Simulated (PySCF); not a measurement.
Diatomic cations of F with group 14

CCSD(T) with triple-zeta basis sets in PySCF, for the lowest determinant that a PBE0 search found; no spin–orbit coupling. De refers to high-spin ground-configuration atoms (the charge goes to the atom of lower measured ionisation energy or higher electron affinity, which is not always the lowest computed limit).

```tsv
M	basis	reference, frozen orbitals	charged atom	state (unpaired electrons)	Re (Å)	ωe (cm⁻¹)	De (eV)
C	def2-TZVPPD	RHF, 2	C+	singlet (closed shell)	1.162	1774	7.70
Si	def2-TZVPPD	RHF, 6	Si+	singlet (closed shell)	1.539	1039	6.72
Sn	def2-TZVPPD	RHF, 5	Sn+	singlet (closed shell)	1.875	693	5.08
```

Q: The row for M = Ge is missing. Estimate Re, ωe and De as the mean of the rows for Si and Sn, and compare with the calculation.

A: The means are 1.707 Å, 866 cm⁻¹ and 5.90 eV. RHF-CCSD(T) in def2-TZVPPD gives GeF⁺ as a singlet (closed shell) with Re = 1.676 Å, ωe = 812 cm⁻¹, De = 5.70 eV, so the estimate is off by +3.1 pm, +7 % and +0.20 eV.

Correlated steps freeze the inner cores (2 to 10 orbitals); shallow outer-core shells are correlated. These are scalar-relativistic numbers at best; spin–orbit coupling would shift them, the dissociation energy most. For an ion De counts to the pair picked by the measured ionisation energies or electron affinities, which need not be the lowest pair at this level. Where the molecule has an RHF reference, its open-shell atoms are computed with UHF. The CCSD T1 diagnostic is raised in CF⁺, a sign that a single reference may not be enough there.
